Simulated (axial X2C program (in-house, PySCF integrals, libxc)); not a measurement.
**Estimating the spin–orbit splitting of the π levels of MgI⁺**

Computed with an in-house relativistic program for diatomic molecules. Spin-free means the one-electron spin-free X2C Hamiltonian; two-component (2c) means X2C with spin–orbit coupling and atomic mean-field two-electron Coulomb and Gaunt terms, so the difference of the two also holds small scalar two-electron terms. Basis: I dyall-cv3z [11s12p8d4f1g], Mg dyall-cv3z [9s8p6d3f] (cores contracted in-house); Gaussian nuclei, density fitting, unrestricted open shells. Masses: I 126.904 u, Mg 23.985 u.

Hartree–Fock at 2.471 Å, closed shell. Valence p splittings ε(p3/2) − ε(p1/2) of spherical Dirac–Hartree–Fock atoms with fractionally filled p shells: I 5p 1.126 eV.

| filled π level (eV), spin-free | Mg p share | I p share |
| --- | --- | --- |
| -14.62 | 0.06 | 0.88 |

Problem. In first order a p shell splits by 3ζ/2 and a π orbital by ζ. Estimate the splitting of each π level from the shares.

Solution. level -14.62 eV: (2/3) × (0.88 × 1.126) = 0.66 eV.

The two-component Hartree–Fock calculation gives:

```json
{"ε(ω = 1/2) (eV)": "-14.837", "σ share of it": "0.14", "ε(ω = 3/2) (eV)": "-14.291", "splitting (eV)": "0.55", "estimate (eV)": "0.66"}
```

The estimate leaves out the mixing of π1/2 with σ1/2 levels, which pushes the ω = 1/2 spinor up or down, the d and f parts of the orbital, small shares of the strongly split outer-core p shell of a metal, the Gaunt term (absent from the atomic values), and the change of the atomic p orbitals with charge; Löwdin shares depend on the basis.
